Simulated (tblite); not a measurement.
2,3'-bithiophene, C8H6S2.
Atom-mapped SMILES: `[cH:1]1[cH:2][s:3][c:4](-[c:5]2[cH:6][cH:7][s:8][cH:9]2)[cH:10]1` (hydrogens: H11 on C1; H12 on C2; H13 on C6; H14 on C7; H15 on C9; H16 on C10)

Structure used (GFN2-xTB), in Å, numbered top down from 1:
```
atom  x, y, z in Å
C1    -2.7130   -0.7531    0.1059
C2    -2.9114    0.5235   -0.3122
S3    -1.4336    1.3747   -0.5100
C4    -0.5158   -0.0195   -0.0187
C5     0.9233    0.0311    0.0357
C6     1.6886    1.1879   -0.2953
C7     3.0206    0.9936   -0.1683
S8     3.3947   -0.6025    0.3577
C9     1.7305   -1.0112    0.4064
C10   -1.3498   -1.0651    0.2738
H11   -3.5109   -1.4503    0.2893
H12   -3.8363    1.0241   -0.5188
H13    1.2419    2.1137   -0.6113
H14    3.8167    1.6878   -0.3500
H15    1.4440   -1.9989    0.7061
H16   -0.9970   -2.0269    0.5985
```

Method: GFN2-xTB as coded in tblite; computed harmonic values from a numerical Hessian at the method's own geometry, unscaled. Against measured fundamentals such values can be off by several per cent, at times by over 20. One conformer, not necessarily the lowest.

Harmonic wavenumbers (cm⁻¹): 34.5, 100.0, 131.9, 264.2, 306.1, 384.3, 399.0, 454.8, 532.9, 591.7, 613.0, 639.2, 723.4, 732.5, 735.9, 761.9, 784.4, 805.5, 836.5, 843.0, 848.0, 858.3, 884.0, 1013.1, 1077.8, 1081.4, 1091.8, 1154.5, 1180.6, 1209.8, 1323.1, 1380.8, 1435.1, 1472.6, 1541.6, 1560.2, 3126.0, 3130.2, 3139.6, 3164.1, 3165.2, 3170.7.

A = 3139, B = 577.2, C = 487.6 MHz; mass 165.991 u (most abundant isotopes); point group Cs, symmetry number 1.

Task: What is the zero-point energy?

Result: Half the sum of the wavenumbers: 24342 cm⁻¹ = 291.19 kJ/mol.

Task: What is S at 273.15 K and 1 bar for an ideal gas of classical rigid rotors and harmonic oscillators?

Result: Translation 170.79, rotation 125.58, vibration 84.22: S = 380.6 J/(mol K).

Task: And Cp and H(273.15 K) − H(0)?

Result: Cp = 136.29 J/(mol K), of which vibrations give 103.04 (their classical limit is 42 R = 349.2); H(273.15 K) − H(0) = 21.57 kJ/mol without the zero-point energy, 12.49 from vibrations.

Task: Blend soft modes into free rotors: weight 1/[1 + (100 cm⁻¹/ν̃)⁴] for the oscillator and the rest for a rotor with moment μB/(μ + B), μ = h/(8π²ν), B = 10⁻⁴⁴ kg m². What vibrational entropy results?

Result: 76.55 J/(mol K) in place of 84.22, which changes −T·S at 273.15 K by +2.10 kJ/mol.

Task: How do the functions run with temperature in this model?

Result: 
```json
{"T (K)": "50", "S (J/(mol K))": "251.5", "Cp (J/(mol K))": "48.5", "H − H(0) (kJ/mol)": "2.02", "G − H(0) (kJ/mol)": "-10.56", "ln q(vib)": "0.54"}
{"T (K)": "100", "S (J/(mol K))": "289.3", "Cp (J/(mol K))": "62.5", "H − H(0) (kJ/mol)": "4.78", "G − H(0) (kJ/mol)": "-24.15", "ln q(vib)": "1.42"}
{"T (K)": "298.15", "S (J/(mol K))": "393.0", "Cp (J/(mol K))": "147.9", "H − H(0) (kJ/mol)": "25.12", "G − H(0) (kJ/mol)": "-92.06", "ln q(vib)": "5.14"}
{"T (K)": "373.15", "S (J/(mol K))": "429.8", "Cp (J/(mol K))": "179.9", "H − H(0) (kJ/mol)": "37.44", "G − H(0) (kJ/mol)": "-122.92", "ln q(vib)": "6.73"}
{"T (K)": "500", "S (J/(mol K))": "488.7", "Cp (J/(mol K))": "222.6", "H − H(0) (kJ/mol)": "63.12", "G − H(0) (kJ/mol)": "-181.22", "ln q(vib)": "9.53"}
{"T (K)": "750", "S (J/(mol K))": "589.9", "Cp (J/(mol K))": "275.0", "H − H(0) (kJ/mol)": "125.99", "G − H(0) (kJ/mol)": "-316.46", "ln q(vib)": "15.06"}
{"T (K)": "1000", "S (J/(mol K))": "673.6", "Cp (J/(mol K))": "305.5", "H − H(0) (kJ/mol)": "198.85", "G − H(0) (kJ/mol)": "-474.72", "ln q(vib)": "20.26"}
```

q(vib) and H(0) count from the zero-point level.

Task: Which modes carry the vibrational entropy at 273.15 K?

Result: 34.5 cm⁻¹: 22.50; 100.0 cm⁻¹: 13.74; 131.9 cm⁻¹: 11.51; 264.2 cm⁻¹: 6.21; 306.1 cm⁻¹: 5.19; 384.3 cm⁻¹: 3.74 J/(mol K); the other 36 give 21.33 together.

Hindered rotation and anharmonicity are outside this model. Other conformers, if any are populated, would add a mixing term that is left out.
